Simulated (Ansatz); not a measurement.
Consider the ligand exchange at the Al–S bond: `B[S][AlH][NH2]` + HBr → `[NH2][AlH][Br]` + `BS`.

Computed with Ansatz on PBE0-D4/def2-TZVP structures; ΔE is electronic, products minus reactants. CCSD(T)/CBS is the MP2 limit (def2-TZVPP, def2-QZVPP) plus CCSD(T) − MP2 in def2-TZVPP, frozen cores. This one scheme is used for every species. DFT in def2-TZVPP. B3LYP here is the variant with VWN-RPA as its local correlation; programs differ in this. HSE06 is defined as in plane-wave codes. For Br outer-core shells are correlated without core-valence functions, which leaves a few kJ/mol of doubt a bond. Scalar relativity is left out up to krypton. Each species was taken in one conformer, which may not be the lowest.

(1) Is it downhill or uphill in electronic energy at CCSD(T)/CBS, and by how much? (Estimate.)

(2) What do these levels give: r2SCAN-D4, B97M-V, B3LYP-D4, r2SCAN0-D4, HSE06-D4, ωB97M-V, HSE06, CAM-B3LYP, LC-ωPBE, CCSD/def2-SVP, SCS-MP2/def2-QZVPP, MP2/CBS(def2)? (Estimate.)

Largest T1 diagnostic among the species: 0.015.

Answers

(1) Computed: Downhill: ΔE = -67.8 kJ/mol.

(2) Ansatz gave: r2SCAN-D4 -69.7, B97M-V -66.2, B3LYP-D4 -68.1, r2SCAN0-D4 -71.1, HSE06-D4 -67.4, ωB97M-V -70.1, HSE06 -70.1, CAM-B3LYP -73.2, LC-ωPBE -70.7, CCSD/def2-SVP -71.7, SCS-MP2/def2-QZVPP -69.4, MP2/CBS(def2) -68.4 kJ/mol.

In def2-TZVPP, CCSD(T) changes the Hartree–Fock value by +15.6 kJ/mol (the triples alone add +2.6 kJ/mol) and MP2 by +15.0 kJ/mol. Leaving LDA and LC-ωPBE aside and taking each functional with its dispersion term where it has one, the values, not all of them listed here, spread over 9.8 kJ/mol, from BHLYP-D4 to revPBE-D4. LDA lies +3.9 kJ/mol from PBE without D4. From BLYP to BHLYP (50 % exact exchange), in def2-TZVPP and without D4, ΔE moves by −4.6 kJ/mol.
